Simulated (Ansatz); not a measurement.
The same path of BFH2O + H2S (8 atoms, charge 0, multiplicity 1) was run twice with different band settings. Lost on the way: B1–F2, S6–H8. Made: B1–S6, F2–H8.

All numbers below come from RKS revPBE-D4/def2-SVP (Ansatz).

Relaxed end points:

```xyz
8
Properties=species:S:1:pos:R:3
B 0.058 -0.366 -0.106
F 0.002 -0.676 1.212
H 1.121 -0.116 -0.628
O -1.074 -0.419 -0.861
H -1.851 -0.680 -0.329
S -0.293 2.749 0.896
H -1.536 2.376 0.486
H -0.339 1.886 1.949
```

```xyz
8
Properties=species:S:1:pos:R:3
B -0.227 0.513 -0.353
F -0.012 -0.100 2.348
H 0.842 -0.009 -0.591
O -1.437 -0.068 -0.581
H -1.348 -0.992 -0.876
S -0.179 2.238 0.281
H -1.533 2.385 0.377
H -0.017 0.787 2.014
```

Common settings: movable images 7; climbing image yes; spring 5.0 eV/Å²; optimiser quadratic models (default); force threshold 0.05 eV/Å; iteration limit 60; end points relaxed.

| run | start path |
| --- | --- |
| 1 | through a guess of the saddle point |
| 2 | straight line |

(1) What does each run give, and how far can it be trusted?

Results:

(1) Run 1: converged after 41 iterations, highest image 1.163 eV above the first end. The profile has 2 maxima (images 2, 5) with wells between them (image 3): this band takes more than one step, which may be the mechanism or a detour left from its start path. A structure lower than the first end lies on the path between it and the top, so the climb from that side starts below the end, which may itself be a saddle point or a shallow side well. A vibrational analysis at the climbing image gives one clearly imaginary mode, 711i cm⁻¹: a first-order saddle point.
Run 2: converged after 21 iterations, highest image 1.163 eV above the first end. The profile has 2 maxima (images 2, 6) with wells between them (image 3): this band takes more than one step, which may be the mechanism or a detour left from its start path. Another band between the same ends (7 images) ends at a top of the same energy, where a vibrational analysis finds 1 clearly imaginary mode.
The orbitals stay closed-shell, which can raise the energy where a bond breaks towards radicals; this wasn't checked here.
